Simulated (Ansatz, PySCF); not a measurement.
This PySCF input computes a PBE0/def2-TZVPD energy:

```python
from pyscf import gto, scf, dft

mol = gto.M(
    atom='''
    Cl   -0.00000000   -0.00000000   -1.45740920
    Br    0.00000000    0.00000000    0.70788447
    ''',
    basis='def2-tzvpd',
    charge=0,
    spin=0,
    verbose=4,
)

mf = dft.RKS(mol, xc='pbe0').density_fit(auxbasis='def2-universal-jkfit')
mf.grids.level = 3
mf.conv_tol = 1e-9
mf.max_cycle = 100
mf.max_memory = 1500
mf.kernel()
if not mf.converged:
    mf = mf.newton()
    mf.kernel(mf.make_rdm1())
mf.analyze()
```

**Question.** Write an input for the same energy in Ansatz (a program for electronic structure) and say what it gives.

**Answer.** 
Ansatz 0.2 input:
```yaml
crystal:
  periodic: [false, false, false]
  atoms:
    - {symbol: Cl, position_ang: [-0.00000000, -0.00000000, -1.45740920]}
    - {symbol: Br, position_ang: [0.00000000, 0.00000000, 0.70788447]}
basis:
  gaussian:
    orbitals: def2-TZVPD
hamiltonian:
  xc: {name: PBE0}
output: {forces: true}
```
It gives -3033.89937 Eh, and PySCF -3033.89940 Eh, a difference of 0.03 mEh, from the treatment of integrals and grids.
